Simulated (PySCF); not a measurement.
# From computed data to an observable: oscillator strength and radiative lifetime

CH8GeOSi, SMILES C[SiH2][O][GeH3].

Geometry optimised at TPSSh-D3(BJ)/def2-SVP. The structure was generated by enumeration, and PubChem lists no compound with its InChIKey, so it may never have been made. One conformer was computed; it need not be the lowest.

PySCF with TDA-PBE/def2-SVPD puts the first singlet state with f over 0.02 at 6.79 eV (vertical), with the transition dipole (-0.380, -0.408, 0.000) in atomic units.

Question: Find the oscillator strength, the wavelength and the radiative lifetime that this transition would have in vacuum if emission retraced absorption.

Answer: 
|μ|² = 0.3109 au, so |μ| = 1.42 D. ΔE = 6.79/27.211 = 0.2495 hartree. f = (2/3) ΔE |μ|² = 0.052 (the program prints 0.052).
λ = 1239.84/6.79 = 183 nm; ν = 54765 cm⁻¹.
Einstein's coefficient A = 0.6670 ν² f s⁻¹ (ν in cm⁻¹) = 1.0e8 s⁻¹, so τ = 1/A = 9.7 ns. This state is S4; the lower singlets have f = 0.001, 0.008, 0.019. The figure is the radiative limit of this one transition; relaxation, internal conversion, crossing to triplets and a medium change what is measured.
